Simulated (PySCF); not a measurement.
HgCl, SMILES [Cl][Hg] (connectivity only; charge and spin as stated), neutral, multiplicity 2.

The structure is a stationary point at PBE0-D3(BJ)/def2-TZVPD. The multiplicity is an assumed one; other spin states were not compared. The def2 effective core potentials stand for the cores of Hg; spin–orbit coupling is left out.

Calculation: PBE0/def2-TZVPD run with PySCF.

The molecule is in vacuum.

The total energy is -613.55423 hartree, the point group comes out as C∞v and the α spin, highest occupied and lowest empty level is -7.26 and -0.96 eV. The β spin, highest occupied and lowest empty level comes out as -8.47 and -4.49 eV and the dipole moment is 3.03 D. The mean static polarisability comes out as 52.1 bohr³ (7.72 Å³), the polarisability, principal values is 41.0, 41.0, 74.4 bohr³ and the ⟨S²⟩ is 0.756 (pure state 0.75).
